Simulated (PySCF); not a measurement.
These are PySCF with TPSSh-D3(BJ)/def2-TZVP // TPSS-D3(BJ)/def2-SVP values and carry that method's errors. Gas-phase values, no solvent. One relaxed conformer stands for a flexible species; it need not be the lowest. 

Reference species: [Zn(Cl)(OH)] (neutral, multiplicity 1).

```
Property                                                         Value
------------------------------------------------------------  --------
mean distance from the central atom to its bonded neighbours   1.942 Å
HOMO                                                          -7.74 eV
```

Changed species: [Zn(OH)2] (2 of 2 Cl replaced by OH; the reference has 1 of 2 Cl replaced by OH).

**Question.** Give the shifts of the mean distance from the central atom to its bonded neighbours and HOMO.

**Answer.** the mean distance from the central atom to its bonded neighbours drops by 0.164 Å, to 1.778 Å; the HOMO rises by 0.29 eV, to -7.45 eV.
